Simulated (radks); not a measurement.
Values are calculated unless marked as measured or tabulated.
All-electron atom: Ag in [Kr] 4d10 4f1 (not the ground configuration). Code: a radial shooting solver on a logarithmic mesh with Libxc functionals. Model: Dirac Kohn-Sham, PBE, spin-unpolarised, spherical densities, finite nucleus; open shells fill j = l - 1/2 first; Fermi nuclear charge, rms radius 4.5454 fm.

Spin-orbit splittings of the eigenvalues, e(l+1/2) - e(l-1/2), with zeta = 2 splitting/(2l+1) and mean radii in bohr:

| shell | occ. | splitting (eV) | zeta (eV) | <r> j=l-1/2 | <r> j=l+1/2 |
|---|---|---|---|---|---|
| 2p | 6 | 175.3 | 116.9 | 0.1141 | 0.1192 |
| 3p | 6 | 30.94 | 20.63 | 0.3600 | 0.3709 |
| 3d | 10 | 6.230 | 2.492 | 0.3437 | 0.3472 |
| 4p | 6 | ? | ? | 0.9803 | 1.012 |
| 4d | 10 | 0.5663 | 0.2265 | 1.374 | 1.397 |
| 4f | 1 | 9.169e-07 | 2.620e-07 | 17.46 | 17.46 |

Estimate the 4p splitting.

Answer. 5.073 eV (zeta = 3.382 eV).
